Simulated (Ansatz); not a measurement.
A CCSD(T) single point on `O[SiH]1BNB1`.

```yaml
crystal:
  periodic: [false, false, false]
  atoms:
    - {symbol: O, position_ang: [-0.561935, 0.712232, 2.225398]}
    - {symbol: Si, position_ang: [0.277322, 0.385714, 0.838557]}
    - {symbol: B, position_ang: [0.110706, -1.317293, -0.220323]}
    - {symbol: N, position_ang: [0.056769, -0.567366, -1.437852]}
    - {symbol: B, position_ang: [-0.391057, 0.729083, -1.029666]}
    - {symbol: H, position_ang: [-0.096527, 1.186086, 2.914487]}
    - {symbol: H, position_ang: [1.701491, 0.802926, 0.999429]}
    - {symbol: H, position_ang: [-0.042591, -2.501496, -0.170350]}
    - {symbol: H, position_ang: [0.043885, -0.942687, -2.378038]}
    - {symbol: H, position_ang: [-1.014963, 1.461503, -1.738843]}
basis:
  gaussian: {orbitals: def2-TZVPP}
correlation: {method: ccsd_t}
output: {orbitals: {seedname: orbitals}}
```

```sh
$ ansatz run in.yaml --threads 2 --pin off --events-out ev --progress --plain --max-ram 4352MiB
```

The program prints (abridged):

```
Functional definition: HF
1407 factors; integrals over basis functions are off by at most 1.2e-3 eV
mean field evaluation 1: about -12802.5342 eV, gradient 4.7e1 eV
mean field evaluation 2: about -12802.7925 eV, gradient 4.7e1 eV
mean field evaluation 4: about -12807.5866 eV, gradient 4.2e0 eV
mean field evaluation 8: about -12807.6668 eV, gradient 2.2e-1 eV
mean field -12807.66724743 eV, -470.6730899946 hartree, gradient 2.2e-6 eV, S^2 0.000000; 0 other end points of the search recorded, 0 dependent functions left out
9 core orbitals not correlated: weight in the atoms' cores, before any rotation towards them, 1.000 or more for the frozen orbitals, at most 0.000 for the correlated occupied ones
reference -12807.66724743 eV, -470.6730899946 hartree; 13, 13 occupied and 214, 214 virtual orbitals, 1407 factors
second order -20.52758129 eV of doubles, -0.00000000 eV of singles
cycle   1  -20.92305591 eV  change   -4.0e-1 eV  update   1.0e-1
cycle   2  -21.45582170 eV  change   -5.3e-1 eV  update   3.1e-2
cycle   3  -21.56933418 eV  change   -1.1e-1 eV  update   1.7e-2
cycle   4  -21.55410840 eV  change    1.5e-2 eV  update   5.0e-3
cycle   5  -21.55349215 eV  change    6.2e-4 eV  update   2.6e-3
cycle   6  -21.55426129 eV  change   -7.7e-4 eV  update   1.0e-3
cycle   7  -21.55367850 eV  change    5.8e-4 eV  update   4.8e-4
cycle   8  -21.55362026 eV  change    5.8e-5 eV  update   1.9e-4
cycle   9  -21.55373139 eV  change   -1.1e-4 eV  update   8.9e-5
cycle  10  -21.55370430 eV  change    2.7e-5 eV  update   3.7e-5
cycle  11  -21.55370864 eV  change   -4.3e-6 eV  update   1.4e-5
perturbative correction -0.89540175 eV, -0.0329054074 hartree
Total energy: -12830.11635783 eV, -471.4980795850 hartree
```

Run time 9 min (2 threads of an Arm Neoverse V2 on a shared host); peak host memory 1.9 GiB.

The correlation energy is -22.449 eV, 4.0 % of it from (T); the T1 diagnostic reads 0.0141.
